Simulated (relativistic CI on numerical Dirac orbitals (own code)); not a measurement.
Computed by Dirac-Coulomb-Breit CI, KLI orbitals optimised for each configuration, model QED, unscaled Slater integrals (own radial code, finite nucleus).

Configurations in the expansion (outside the closed core [Ne]): 3s²3p⁶3d⁹, 3s²3p⁵3d¹⁰, 3s3p⁶3d¹⁰, 3s²3p⁶3d⁸4s, 3s²3p⁶3d⁸4p, 3s²3p⁴3d¹⁰4s, 3s²3p⁶3d⁸4d, 3s²3p⁴3d¹⁰4p, 3s²3p⁵3d⁹4s, 3s²3p⁶3d⁸4f, 3s²3p⁴3d¹⁰4d, 3s3p⁵3d¹⁰4s, 3s²3p⁵3d⁹4p, 3s3p⁵3d¹⁰4p, 3s²3p⁶3d⁷4s², 3s²3p⁵3d⁹4d, 3s3p⁶3d⁹4s, 3s²3p⁶3d⁷4s4p, 3s3p⁵3d¹⁰4d, 3p⁶3d¹⁰4s, 3s²3p⁶3d⁸5s, 3s²3p⁵3d⁹4f, 3s²3p⁶3d⁷4p², 3s²3p⁶3d⁷4s4d, 3s3p⁶3d⁹4p, 3s²3p⁶3d⁸5p, 3p⁶3d¹⁰4p, 3s²3p⁶3d⁸5d, 3s²3p⁵3d⁸4s², 3s²3p⁶3d⁷4p4d, 3p⁶3d¹⁰4d, 3s²3p⁶3d⁸5f, 3s3p⁶3d⁹4d, 3s²3p⁶3d⁸5g, 3s²3p⁵3d⁸4s4p, 3s²3p⁶3d⁷4d². Levels of other configurations are missing.

At this charge energies of transitions that change n are usually good to better than 1 %, and those within a shell (Δn = 0) to a few per cent.

Outline of the computed level scheme of Yb XLIV. Lowest level of each configuration: 3s²3p⁶3d⁹ ²D5/2 at 0.00 eV; 3s²3p⁵3d¹⁰ ²P°3/2 at 406.02 eV; 3s3p⁶3d¹⁰ ²S1/2 at 857.57 eV; 3s²3p⁶3d⁸4s ⁴F9/2 at 1380.60 eV; 3s²3p⁶3d⁸4p ⁴D°7/2 at 1467.02 eV.

Some strong electric-dipole decays among the lowest 45 levels: 3s²3p⁶3d⁸4p ²P°3/2 → 3s²3p⁶3d⁹ ²D5/2 (7.4e+12 s⁻¹); 3s²3p⁶3d⁸4p ²D°5/2 → 3s²3p⁶3d⁹ ²D5/2 (6.0e+12 s⁻¹); 3s²3p⁶3d⁸4p ²D°3/2 → 3s²3p⁶3d⁹ ²D3/2 (5.9e+12 s⁻¹); 3s²3p⁶3d⁸4p ²D°5/2 → 3s²3p⁶3d⁹ ²D5/2 (5.8e+12 s⁻¹); 3s²3p⁶3d⁸4p ²F°7/2 → 3s²3p⁶3d⁹ ²D5/2 (4.8e+12 s⁻¹); 3s²3p⁶3d⁸4p ²F°7/2 → 3s²3p⁶3d⁹ ²D5/2 (4.8e+12 s⁻¹); 3s²3p⁵3d¹⁰ ²P°1/2 → 3s²3p⁶3d⁹ ²D3/2 (4.3e+12 s⁻¹); 3s²3p⁶3d⁸4p ⁴D°3/2 → 3s²3p⁶3d⁹ ²D5/2 (3.8e+12 s⁻¹).

LS names give the leading component of a level, which can be under half, so a name can repeat, a term be missing and a line seem to break the LS rules.
